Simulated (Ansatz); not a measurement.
Consider the redistribution: `[F][Zr]([F])([F])[I]` + `[Ag][I]` → `[F][Zr]([F])([I])[I]` + `[F][Ag]`.

Isolated molecules relaxed with PBE0-D4/def2-TZVP in Ansatz; ΔE leaves out vibrations. CBS: MP2 limit from def2 TZ/QZ plus the TZ coupled-cluster correction, frozen cores. DFT in def2-TZVPP. HSE06 is defined as in plane-wave codes. Elements past krypton have def2 core potentials. For Ag, I, Zr outer-core shells are correlated without core-valence functions, which leaves a few kJ/mol of doubt a bond.

`[F][Zr]([F])([F])[I]`:

Cartesian coordinates in Å:
```
F -1.542 -1.037 -0.569
Zr -0.135 0.076 0.010
F -0.095 1.620 -1.069
F -0.456 0.587 1.795
I 2.228 -1.245 -0.168
```

`[Ag][I]`:

Cartesian coordinates in Å:
```
Ag 0.638 -0.310 -1.069
I -0.638 0.310 1.069
```

`[F][Zr]([F])([I])[I]`:

Cartesian coordinates in Å:
```
F -0.167 -0.850 -1.791
Zr 0.077 -0.151 -0.065
F 1.251 -1.273 0.879
I 1.136 2.324 -0.235
I -2.297 -0.050 1.212
```

`[F][Ag]`:

Z-matrix (Å, degrees):
```
F
Ag 1 1.986
```

CCSD(T)/CBS gives +205.9 kJ/mol.

**Question.** Another level gave +210.3 kJ/mol. Which?
A. PBE/def2-TZVPP
B. BHLYP/def2-TZVPP
C. HSE06-D4/def2-TZVPP
D. revPBE-D4/def2-TZVPP

**Answer.** C. HSE06-D4 210.3, revPBE-D4 197.6, PBE 203.5, BHLYP 219.4 kJ/mol.

Largest T1 diagnostic among the species: 0.023, so the coupled-cluster value is less sure than usual.

Leaving LDA and LC-ωPBE aside and taking each functional with its dispersion term where it has one, the values, not all of them listed here, spread over 17.2 kJ/mol, from revPBE-D4 to r2SCAN0-D4. LDA lies +9.5 kJ/mol from PBE without D4. From r2SCAN to r2SCAN0 (25 % exact exchange), in def2-TZVPP and without D4, ΔE moves by +8.2 kJ/mol. In def2-TZVPP, CCSD(T) changes the Hartree–Fock value by −23.4 kJ/mol (the triples alone add −5.0 kJ/mol) and MP2 by −23.8 kJ/mol.
